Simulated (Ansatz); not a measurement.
A further run on LaF₃.

```yaml
crystal:
  periodic: [false, false, false]
  atoms:
    - {symbol: La, position_ang: [-0.002134, 0.001897, 0.368705]}
    - {symbol: F, position_ang: [2.086705, -0.025621, -0.110658]}
    - {symbol: F, position_ang: [-1.020612, 1.818409, -0.138145]}
    - {symbol: F, position_ang: [-1.063969, -1.794675, -0.119901]}
basis:
  gaussian: {orbitals: def2-mTZVPP}
hamiltonian: {xc: {name: B3LYP}, dispersion: d3bj}
scf: {omitted_lower_state_checks: [starts]}
output: {forces: true}
```

```sh
$ ansatz run in.yaml --threads 4 --pin off --events-out ev --progress --plain --max-ram 3916MiB
```

Shortened log:

```
Functional definition: B3LYP
775 factors; their error is unknown
mean field evaluation 1: about -9011.2700 eV, gradient 7.9e1 eV
mean field evaluation 2: about -8951.3135 eV, gradient 2.1e2 eV
mean field evaluation 4: about -9020.6569 eV, gradient 3.2e0 eV
mean field evaluation 8: about -9020.6757 eV, gradient 4.5e-2 eV
mean field evaluation 16: about -9020.7117 eV, gradient 3.4e-5 eV
mean field -9020.71168878 eV, -331.5050401045 hartree, gradient 3.4e-5 eV, S^2 0.000000; 0 other end points of the search recorded, 0 dependent functions left out
reference -9020.71195531 eV, -331.5050498994 hartree; 19, 19 occupied and 86, 86 virtual orbitals, 775 factors
Total energy: -9020.79832528 eV, -331.5082239374 hartree
Atom 0 at    -0.002134     0.001897     0.368705 Å, force    -0.002789     0.002096     0.409610 eV/Å
Atom 1 at     2.086705    -0.025621    -0.110658 Å, force     0.492467    -0.006572    -0.133718 eV/Å
Atom 2 at    -1.020612     1.818409    -0.138145 Å, force    -0.239720     0.427694    -0.140096 eV/Å
Atom 3 at    -1.063969    -1.794675    -0.119901 Å, force    -0.249958    -0.423217    -0.135796 eV/Å
Dipole moment:    -0.004984     0.004443     0.865483 e Å
Checks for a lower state left out: starts
```

Hardware: 4 threads of Arm Neoverse V2 on a shared host. Wall time 1.2 s.

In the def2 sets La takes a core potential; there is no spin–orbit coupling. B3LYP takes the VWN-RPA correlation.
